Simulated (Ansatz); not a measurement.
Process, species as SMILES: Br (HBr) → [Br-] + H+
B3LYP-D3(BJ)/def2-TZVP geometries, fixed; electronic energies without zero-point terms.
Largest species:
```xyz
2

Br     0.0000     0.0000    -0.0396
H      0.0000     0.0000     1.3852
```

Basis-set convergence of the deprotonation energy at CCSD(T) with Ansatz (a first-principles code). Cartesian d functions, on some or all atoms, in 3-21G, 6-31G, 6-31G*, 6-31G**; all else is spherical. Cores are frozen (with 3d on Ga to Br). No added dispersion term, no relativity. Functions are those of the species that has most. Reference: Hartree-Fock in aug-cc-pV5Z plus the correlation part extrapolated as X^-3 from aug-cc-pVQZ and aug-cc-pV5Z, 325.54 kcal/mol, itself unsure by roughly 0.18 kcal/mol (a third of the extrapolation step and of the last Hartree-Fock step). Deviations are taken from unrounded values.

| basis | functions | deprotonation energy (kcal/mol) | minus reference (kcal/mol) |
|---|---|---|---|
| pcseg-0 | 24 | 336.03 | 10.48 |
| 3-21G | 25 | 339.79 | 14.25 |
| 6-31G | 31 | 321.32 | -4.23 |
| cc-pVDZ | 32 | 343.20 | 17.65 |
| def2-SV(P) | 34 | 336.61 | 11.06 |
| 6-31G* | 37 | 327.25 | 1.71 |
| 6-31G** | 40 | 333.80 | 8.26 |
| aug-cc-pVDZ | 45 | 326.12 | 0.57 |
| cc-pVTZ | 57 | 332.95 | 7.40 |
| pcseg-2 | 57 | 331.96 | 6.41 |
| def2-TZVPP | 62 | 332.93 | 7.39 |
| def2-TZVPPD | 74 | 328.44 | 2.89 |
| aug-pcseg-2 | 82 | 327.07 | 1.53 |
| cc-pVQZ | 98 | 328.28 | 2.73 |
| def2-QZVPP | 119 | 329.31 | 3.76 |
| aug-pcseg-3 | 142 | 326.40 | 0.86 |
| pcseg-4 | 172 | 326.75 | 1.21 |
| aug-cc-pV5Z | 220 | 325.99 | 0.44 |
